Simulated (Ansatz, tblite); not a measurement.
Cost and result up the ladder for the cluster AgCl₂⁻ (3 atoms). Total charge -1; singlet. Geometry: PBE0-D4/def2-TZVPD.

```csv
atom,x (Å),y (Å),z (Å)
Ag1,0.000,0.000,0.000
Cl2,-1.319,-1.917,-0.211
Cl3,1.319,1.917,0.211
```

Ansatz on 4 threads of Arm Neoverse V1 on a shared host; xTB runs through tblite on one thread. Times are rough, summed over both states, and most runs start from the orbitals of an earlier one. CCSD(T)/def2-TZVPPD serves as the yardstick here, not as an exact answer. The other state is a triplet at its own geometry.

In the def2 sets Ag takes a core potential; there is no spin–orbit coupling. The xTB rows come from tblite. Correlated methods freeze 10 core orbitals; core or outer-core shells of Ag are correlated, in sets that lack core-valence functions. The structure comes from a short search, and lower isomers may exist.

xTB has no spin-polarisation term.

```tsv
level	functions	wall time
GFN2-xTB	27	0.005 s
GFN1-xTB	27	0.006 s
PBE-D4/def2-TZVPD	132	2.2 s
MP2/def2-TZVPD	132	2.3 s
HF/def2-TZVPD	132	2.9 s
PBE0-D4/def2-TZVPD (with forces)	132	3.7 s
CAM-B3LYP-D4/def2-TZVPD	132	4.1 s
RPA@PBE/def2-TZVPD	132	4.2 s
r2SCAN-D4/def2-TZVPD	132	5.9 s
r2SCAN0-D4/def2-TZVPD	132	7 s
B97M-V/def2-TZVPD	132	9 s
ωB97X-V/def2-TZVPD	132	9 s
CCSD(T)/def2-TZVPPD	158	60 s
```

**Question.** Estimate what each level gives for the triplet − singlet (eV).

**Answer.** 
```tsv
level	triplet − singlet (eV)	difference from CCSD(T)/def2-TZVPPD (eV)	remarks
GFN2-xTB	3.72	-0.19	–
GFN1-xTB	4.04	0.14	–
PBE-D4/def2-TZVPD	3.30	-0.61	HOMO above zero (triplet)
MP2/def2-TZVPD	4.27	0.36	–
HF/def2-TZVPD	3.82	-0.09	–
PBE0-D4/def2-TZVPD (with forces)	3.60	-0.30	–
CAM-B3LYP-D4/def2-TZVPD	3.76	-0.14	–
RPA@PBE/def2-TZVPD	3.42	-0.48	–
r2SCAN-D4/def2-TZVPD	3.33	-0.57	HOMO above zero (triplet)
r2SCAN0-D4/def2-TZVPD	3.60	-0.30	–
B97M-V/def2-TZVPD	3.53	-0.38	HOMO above zero (triplet)
ωB97X-V/def2-TZVPD	3.97	0.06	–
CCSD(T)/def2-TZVPPD	3.91	0.00	–
```
